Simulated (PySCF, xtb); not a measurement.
CH10N2Si2, SMILES [SiH2](N[SiH3])CN. The values are those of a single conformer.

Harmonic wavenumbers (cm⁻¹) from GFN2-xTB (xtb) at its own minimum, in rising order: 51, 58, 85, 124, 197, 275, 303, 358, 507, 547, 570, 596, 668, 723, 735, 758, 793, 799, 806, 834, 964, 1000, 1083, 1100, 1200, 1251, 1337, 1495, 1576, 2162, 2197, 2235, 2249, 2269, 2843, 2971, 3365, 3402, 3446.

### Question
What does B3LYP-D3(BJ)/def2-SVP (PySCF) give at its own minimum? (An estimate is asked for; the answer gives what the named calculation found.)

### Answer
50, 67, 80, 163, 212, 280, 329, 530, 557, 601, 660, 710, 724, 770, 809, 860, 920, 935, 962, 970, 992, 1015, 1061, 1097, 1216, 1258, 1338, 1457, 1636, 2164, 2183, 2206, 2217, 2228, 2958, 3062, 3483, 3501, 3558. Paired by order, the mean absolute difference is 58 cm⁻¹ and the zero-point energies are 68.5 and 71.2 kcal/mol.
